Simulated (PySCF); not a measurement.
## Continuum solvent and chemical shifts

Bonds (- single, = double, # triple, : aromatic): C1#C2, C2-C3, C3-C4, C4-C5, C5-S6, S6-S7, S7-C8, C8-C3. C1 carries H9; C3 carries H10; C4 carries H11, H12; C5 carries H13, H14; C8 carries H15, H16. Stereochemistry as in C#C[C@H]1CCSSC1. H12, H13, H15 are cis to C2 on the ring; H11, H14, H16 are trans to C2 on the ring.

GIAO PBE0/pcSseg-1 in PySCF 2.14.0 with density-fitted response routines on one PBE0-D3(BJ)/def2-SVP conformer, non-relativistic, equivalent nuclei averaged. Solvents enter as an IEF-PCM continuum (tetrahydrofuran with ε = 7.4, acetonitrile with ε = 35.7) around the gas-phase geometry. Shifts are referred to TMS, CS2 computed in the same medium.

In tetrahydrofuran, δ in ppm: C2 91.9, C1 77.5, C8 43.3, C5 39.8, C4 36.3, C3 32.1, S7 62.9, S6 52.2, H14 2.85, H16 2.76, H13 2.75, H15 2.66, H10 2.42, H9 2.37. Dipole moment 2.83 D.

Question: How does each δ change in the more polar medium?

Answer: 
```csv
atoms,environment,"Δδ, acetonitrile"
C2,alkyne carbon,+0.5
C1,terminal alkyne carbon,+0.2
C8,sp3 CH2 bonded to S,+0.1
C5,sp3 CH2 bonded to S,+0.2
C4,sp3 CH2 in a ring,+0.1
C3,propargylic sp3 CH,0.0
S7,disulfide sulfur,-2.4
S6,disulfide sulfur,-2.6
H14,hydrogen on an sp3 CH2 bonded to S,+0.03
H16,hydrogen on an sp3 CH2 bonded to S,+0.04
H13,hydrogen on an sp3 CH2 bonded to S,+0.06
H15,hydrogen on an sp3 CH2 bonded to S,0.00
H10,hydrogen on a propargylic sp3 CH,+0.04
H9,hydrogen on a terminal alkyne carbon,+0.07
```

Changes are relative to tetrahydrofuran. The dipole moment becomes 2.96 D in acetonitrile.

Question: Which nuclei move most (in ppm), and what does the model miss?

Answer: S6 (disulfide sulfur, -2.6 ppm) in acetonitrile. A continuum only polarises the solute; specific hydrogen bonds, the anisotropy of aromatic solvents and changes of geometry or conformer are outside it.
